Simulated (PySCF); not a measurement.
Several structures and their simulated spectra, in scrambled order.

A. `O=C1C=CC[C@@H]1C(F)(F)F`
B. SMILES C1=Cc2ccccc2C1
C. SMILES CN[SiH](O)O

Spectrum 1. ¹³C{¹H} NMR (computed): δ 202.7 (C), 174.2 (CH), 141.6 (CH), 134.2 (C), 51.6 (CH), 35.2 (CH2).

Spectrum 2. ¹³C{¹H} NMR (computed): δ 28.9 (CH3).

Spectrum 3. ¹³C{¹H} NMR (computed): δ 150.3 (C), 149.9 (C), 141.9 (CH), 140.2 (CH), 131.7 (CH), 129.9 (CH), 129.2 (CH), 126.3 (CH), 42.9 (CH2).

PySCF 2.14.0 with density-fitted response routines calculation with PBE0/pcSseg-1 with gauge-including orbitals and GFN2-xTB geometry; averaged over atoms made equivalent by symmetry, fast rotation or ring inversion, non-relativistic Hamiltonian, isolated molecule, one conformer.

References, each an isolated molecule treated in the same way: ¹³C (186.93 ppm) against TMS. Splittings of carbon signals by F and P are missing where no couplings were computed. Shifts are as computed. Against solution values, carbons near 30 ppm lie about +3 ppm off and those near 130 ppm about +5 ppm (rms about the fit 2.1 ppm; single classes can miss by 10 ppm). Of 1328 compounds with measured shifts, 309 miss one by over three times the rms of a fit or turn the order of signals round; such compounds aren't used in these exercises. Signals without a measured value on file couldn't be tested in this way; 1H shifts scatter by 0.2 ppm about their fit, and single ones miss by 0.5 ppm.

**Question.** Match each spectrum to its structure.

**Answer.** 1–A, 2–C, 3–B.

- Spectrum 1 (A): 6 ¹³C signals; δC 202.7 is a ketone carbonyl carbon; δC 174.2 is a β carbon of a C=C–C=O unit.
- Spectrum 2 (C): a single ¹³C signal, at 28.9 ppm (methyl carbon bonded to N).
- Spectrum 3 (B): 9 ¹³C signals; δC 141.9 is an alkene CH; δC 140.2 is an alkene CH.
